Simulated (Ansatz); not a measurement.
C2H8BN can be A, `CB(C)N`, or B, `BNCC`.

Isolated molecules relaxed with PBE0-D4/def2-TZVP in Ansatz; ΔE leaves out vibrations. CBS: MP2 limit from def2 TZ/QZ plus the TZ coupled-cluster correction, frozen cores. Functionals use def2-TZVPP. B3LYP here is the variant with VWN-RPA as its local correlation; programs differ in this. One conformer a species, not always the lowest.

A:

Z-matrix (Å, degrees):
```
C
B 1 1.578
H 1 1.094 2 114.2
H 1 1.095 2 110.6 3 121.7
H 1 1.095 2 110.6 3 -121.7
C 2 1.578 1 120.8 3 -180.0
N 2 1.398 1 119.6 3 0.0
H 6 1.095 2 110.6 1 -58.6
H 6 1.095 2 110.6 1 58.0
H 6 1.094 2 114.2 1 179.7
H 7 1.006 2 123.1 1 -180.0
H 7 1.006 2 123.1 1 0.1
```

B:

Z-matrix (Å, degrees):
```
C
N 1 1.448
C 1 1.517 2 112.7
H 1 1.092 2 107.3 3 -121.6
H 1 1.097 2 109.8 3 122.5
B 2 1.383 1 127.1 3 117.0
H 2 1.009 1 113.6 3 -61.7
H 3 1.094 1 111.1 2 59.7
H 3 1.092 1 110.7 2 -60.3
H 3 1.093 1 110.7 2 179.3
H 6 1.197 2 118.9 1 -179.2
H 6 1.199 2 118.9 1 0.9
```

Problem. Which is lower in electronic energy at CCSD(T)/CBS, and by how much? (An estimate is asked.)

Solution. The calculation gave: A, by 109.7 kJ/mol.

Problem. Give E(B) − E(A) in kJ/mol with PBE-D4, LDA (SPW92), HF/def2-TZVPP, CCSD/def2-TZVPP, CCSD(T)/def2-SVP, B3LYP-D4, BLYP-D4. (An estimate is asked.)

Solution. The calculation gave: PBE-D4 110.8, LDA (SPW92) 111.2, HF/def2-TZVPP 101.8, CCSD/def2-TZVPP 107.7, CCSD(T)/def2-SVP 93.2, B3LYP-D4 107.9, BLYP-D4 105.8. None reverses the order clearly.

Problem. Does the order hold for the free energy at 298.15 K (harmonic terms from PBE0-D4)? (An estimate is asked.)

Solution. Ansatz gave: Yes: G(B) − G(A) = +112.1 kJ/mol, for one conformer each.

Largest T1 diagnostic: 0.012.

At CCSD(T), def2-SVP lies −16.5 kJ/mol from the extrapolated value and def2-TZVPP −2.4 kJ/mol. In def2-TZVPP, CCSD(T) changes the Hartree–Fock value by +5.5 kJ/mol (the triples alone add −0.3 kJ/mol) and MP2 by +9.3 kJ/mol.
